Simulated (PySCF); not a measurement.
A thermochemical cycle for RbSb

MP2 in PySCF with def2-SVP on every atom (core potentials on Rb, Sb), for the lowest determinant that a PBE0 search found; no spin–orbit coupling. RbSb, a triplet (π ↑↑), has De = 0.59 eV to neutral atoms, and RbSb⁺, a quartet (σ ↑, π ↑↑), has De = 0.12 eV to Rb⁺ + Sb.

At the same level the Rb atom ionises at 4.04 eV.

Task: What is the adiabatic ionisation energy of the molecule, and does ionisation strengthen or weaken the bond?

Result: IE = IE(Rb) + De(neutral) − De(ion) = 4.04 + 0.59 − 0.12 = 4.51 eV. De changes by -0.47 eV, so ionisation weakens the bond.

Correlated steps freeze 4 core orbitals. Weak bonds: RbSb⁺. Basis-set superposition, not corrected here, can be much of De in a small basis, most of all at correlated wavefunction levels. These are scalar-relativistic numbers at best; spin–orbit coupling would shift them, the dissociation energy most. For an ion De counts to the pair picked by the measured ionisation energies or electron affinities, which need not be the lowest pair at this level. States were picked by a PBE0 search and need not be the measured ground states.
